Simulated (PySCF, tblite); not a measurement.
C8H13F.
Geometry (GFN2-xTB, Å), atoms numbered from 1 in this order:
```xyz
22
C8H13F angstrom
C     -1.8256   -1.1707   -0.3179
C     -1.0411   -0.1832    0.5263
C     -1.5443    1.2714    0.4395
C     -0.2177    1.6936   -0.2058
C      0.3413    0.2810    0.0086
C      1.5525    0.0557    0.9348
C      2.1299   -0.9474   -0.0733
C      1.1318   -0.4278   -1.1080
F      0.5102   -1.3884   -1.8653
H     -1.9026   -0.8267   -1.3456
H     -1.3486   -2.1474   -0.3188
H     -2.8297   -1.2757    0.0892
H     -0.9799   -0.5596    1.5511
H     -1.7305    1.7349    1.4058
H     -2.4210    1.4050   -0.1901
H      0.3269    2.4797    0.3144
H     -0.3065    1.9622   -1.2572
H      2.1672    0.9477    1.0414
H      1.3225   -0.3395    1.9218
H      3.1831   -0.8529   -0.3253
H      1.9098   -1.9786    0.1920
H      1.5618    0.2861   -1.8191
```

Jobs on this species (22 atoms, 70 electrons) with PySCF (density fitting) and tblite. Hardware of each: an Intel Xeon Platinum 8259CL at 2.50 GHz with one thread (shared host). The host was shared with other jobs, so the times are rough.

```
level and settings                                                                                                work  basis functions  SCF cycles  wall time
          GFN2-xTB                                                                       Hessian by finite differences                –           –          ?
          GFN2-xTB                                                                                   L-BFGS relaxation                –           –      2.7 s
     PBE0/pcSseg-1  shieldings, ring-centre shieldings, charges and field gradients, density and orbital grids written              218          13    1.8 min
```

Question: Fill in the missing figures.

Answer: 
- GFN2-xTB; Hessian by finite differences: 2.2 s

Question: What do all jobs in the table cost together?

Answer: About 1.9 min; the longest takes about 96 % of that, and about 49 times as long as the shortest.
